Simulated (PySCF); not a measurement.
# [ErBr2]+ at several levels of theory

Computed with PySCF 2.14.0 (density fitting, no spin-orbit coupling) at the geometry relaxed with PBE0:

```xyz
3
[ErBr2]+ (singlet in the valence; each metal's 4f electrons, 11 of them, lie in its core potential, out of spins and levels)
Er    0.0000    0.0000   -0.7261
Br    2.0771    0.0000    0.6635
Br   -2.0771    0.0000    0.6635
```

| level | basis | state | HOMO (eV) | gap (eV) | charge on Er1 (e) | population of f-type functions on Er1 (polarisation alone where 4f lies in the core) | dipole about the centre of mass (D) | largest force component (eV/Å) |
| --- | --- | --- | --- | --- | --- | --- | --- | --- |
| PBE0 | Er lcecp-1-SVP with ECP57, Br def2-SVP | singlet | -13.06 | 4.97 | 1.25 | 0.03 | 6.90 | 0.02 |
| PBE | the same | singlet | -11.87 | 3.08 | 1.11 | 0.03 | 6.30 | 0.23 |
| PBE0 | Er lcecp-1-TZVP with ECP57, Br def2-TZVP | singlet | -13.00 | 5.01 | 1.53 | 0.03 | 6.78 | 0.08 |

In the lcecp rows the 4f levels are missing from HOMO and gap, and the state counts the valence alone.

Charges are Mulliken's, which hang on the basis. The relaxation used the grid (50, 194), these runs (75, 302) or, all-electron (x2c bases, spin-free X2C Hamiltonian), (99, 590).

Question: What does M06-L with Er lcecp-1-SVP with ECP57, Br def2-SVP give here?

Answer: state singlet, HOMO (eV) -12.00, gap (eV) 4.11, charge on Er1 (e) 1.37, population of f-type functions on Er1 (polarisation alone where 4f lies in the core) 0.03, dipole about the centre of mass (D) 6.99, largest force component (eV/Å) 0.20. Time: 5.2 s on 2 threads of Arm Neoverse V1, on a shared host, from an already converged density.

In the first row's basis the gap widens with exact exchange: 3.1 to 4.1 eV for PBE, M06-L (none); 5.0 eV for PBE0 (a fixed share).

An lcecp potential fixes the number of 4f electrons, so in runs with it no electron can move into or out of that shell.
